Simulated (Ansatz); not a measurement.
Energy difference R1 → 1.5 P1 + 0.5 P2, each structure at its B3LYP-D3(BJ)/def2-TZVP stationary point, reached from a drawn start (curvature not checked).
R1: C2H2 (SMILES C#C), charge 0, multiplicity 1.
P1: C atom, charge 0, multiplicity 3.
P2, CH4 (SMILES C) (charge 0, multiplicity 1):
```xyz
5

C      0.0000     0.0000     0.0000
H      0.6289     0.6289     0.6289
H     -0.6289    -0.6289     0.6289
H      0.6289    -0.6289    -0.6289
H     -0.6289     0.6289    -0.6289
```

P less R. No zero-point or thermal terms; singlets are restricted closed shells; open shells are unrestricted; no spin–orbit coupling.

Frozen-core correlation throughout.

Programs: Ansatz (a program for electronic structure) with Gaussian orbitals. All values are computed, each at the level named.

Task: What is the computed reaction energy (CCSD(T)/cc-pVDZ)?

Result: 7.47 eV

Task: Predict the reaction energy from revPBE/def2-TZVPP.

Result: 8.49 eV

Task: What is the computed reaction energy (B2PLYP/def2-TZVPP)?

Result: 8.40 eV
